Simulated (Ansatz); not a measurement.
Reaction (formal exchange of groups at the Si–N bond): `[SiH3]N[SiH2]S` + `C=C=C(F)Cl` → `FC(Cl)=C=C[SiH3]` + `N[SiH2]S`

Program: Ansatz. Geometries: PBE0-D4/def2-TZVP. ΔE: electronic, gas phase. CCSD(T)/CBS adds triple-zeta CCSD(T) − MP2 to the extrapolated MP2 energy (def2 sets, frozen cores). Functionals use def2-TZVPP. One conformer a species, not always the lowest.

| level | ΔE (kJ/mol) |
| --- | --- |
| PBE-D4 | 43.4 |
| ωB97M-V | 51.3 |
| B2PLYP | 50.4 |
| PBE | 41.8 |

(1) What does CCSD(T)/CBS give? (An estimate is asked.)

Largest T1 diagnostic among the species: 0.013.

Answers

(1) The calculation gave: +51.6 kJ/mol. The listed levels differ from it by -8.2, -0.3, -1.2, -9.8 kJ/mol.

In def2-TZVPP, CCSD(T) changes the Hartree–Fock value by −4.6 kJ/mol (the triples alone add −1.0 kJ/mol) and MP2 by −5.4 kJ/mol. From PBE to PBE0 (25 % exact exchange), in def2-TZVPP and without D4, ΔE moves by +3.4 kJ/mol.
